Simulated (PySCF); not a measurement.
KSn⁺ at r²SCAN0

Level: r²SCAN0. PySCF, scalar-relativistic core potentials, basis sets K def2-SVPD, Sn def2-SVPD with ECP28.

```
state                                                                                                              : ³Π (triplet), unpaired electrons σ ↑, π ↑
bond length                                                                                                        : 3.896 Å
harmonic wavenumber                                                                                                : 66.3 cm⁻¹
force constant                                                                                                     : 0.0762 mdyn/Å
rotational constant Be                                                                                             : 0.03777 cm⁻¹
anharmonicity ωexe                                                                                                 : 0.353 cm⁻¹
vibration–rotation constant αe                                                                                     : 0.000307 cm⁻¹
well depth De to K⁺ + Sn                                                                                           : 33 kJ/mol
dissociation energy D0                                                                                             : 33 kJ/mol
bond order (Mayer)                                                                                                 : 0.17
dipole moment (positive dipole points towards Sn; it is taken about the centre of mass and depends on that origin) : -11.35 D
```

The bond is weak. Basis-set superposition, not corrected here, can be much of De in a small basis, most of all at correlated wavefunction levels. Spin–orbit coupling is left out, which matters for elements this heavy, above all for dissociation energies. For an ion De counts to the pair picked by the measured ionisation energies or electron affinities, which need not be the lowest pair at this level. The state was picked by a PBE0 search and need not be the measured ground state.
